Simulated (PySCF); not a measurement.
C₆H₁₂BP.
InChI=1S/C6H12BP/c1-2-4-8(7)5-3-6-8/h3,5-6H2,1,7H3

A linear-response calculation (PySCF, def2-SVPD basis, gas phase, vertical, core orbitals frozen in the response) gave these numbers; the functional is withheld.

Orbital energies (eV): HOMO-3 -9.57, HOMO-2 -9.50, HOMO-1 -9.33, HOMO -8.81, LUMO 0.55, LUMO+1 0.93, LUMO+2 1.07.

```json
{"state": "S1", "E (eV)": "5.59", "f": "0.0031", "main configurations (H = HOMO, L = LUMO)": "H→L (78%), H-4→L (8%)"}
{"state": "S2", "E (eV)": "6.07", "f": "0.0090", "main configurations (H = HOMO, L = LUMO)": "H→L+2 (26%), H-1→L (26%), H-3→L (22%)"}
{"state": "S3", "E (eV)": "6.26", "f": "0.0026", "main configurations (H = HOMO, L = LUMO)": "H-1→L+2 (35%), H-3→L+2 (30%)"}
{"state": "S4", "E (eV)": "6.91", "f": "0.011", "main configurations (H = HOMO, L = LUMO)": "H-2→L (51%), H-4→L (25%), H→L (12%)"}
{"state": "S5", "E (eV)": "7.10", "f": "0.0086", "main configurations (H = HOMO, L = LUMO)": "H→L+1 (74%), H→L+2 (9%)"}
{"state": "S6", "E (eV)": "7.22", "f": "0.111", "main configurations (H = HOMO, L = LUMO)": "H-1→L (55%), H-3→L (36%)"}
```

Triplets (Tamm–Dancoff): T1 4.87 eV, H-1→L (28%), H-3→L (23%), H→L+2 (15%); T2 5.15 eV, H→L (68%); T3 5.32 eV, H→L+2 (30%), H-1→L (17%), H-3→L (13%); T4 5.91 eV, H-1→L+2 (27%), H-3→L+2 (25%), H→L (16%).

Vertical ionisation energy by ΔSCF with the same functional: 9.42 eV. Mean static polarisability: 114.7 au.

Task: Which of these was used?
A. PBE0
B. CAM-B3LYP
C. HF
D. PBE

Result: B. CAM-B3LYP is range-separated, 19% exact exchange at short range and 65% at long range (ω = 0.33 bohr⁻¹). In this run −ε(HOMO) = 8.81 eV differs from the ΔSCF value by -0.61 eV, and S1 differs from the orbital gap of 9.36 eV by -3.77 eV. The ratio −ε(HOMO)/IP is 0.94. Usual ranges for neutral molecules in this basis: 0.85 to 0.93 with CAM-B3LYP, 0.5 to 0.7 with PBE, 0.7 to 0.83 with PBE0; Hartree–Fock can't fall below 1, since the ion's relaxation only lowers the ΔSCF value. The other options: PBE, a GGA without exact exchange; HF, time-dependent Hartree–Fock, 100% exact exchange; PBE0, a global hybrid with 25% exact exchange.

Method: PySCF 2.14.0, density-fitted response routines, TDDFT CAM-B3LYP/def2-SVPD, vertical, gas phase, core orbitals frozen in the response. One conformer (not necessarily the lowest) at the PBE0-D3(BJ)/def2-SVP geometry, without solvent, vibrations or thermal averaging.
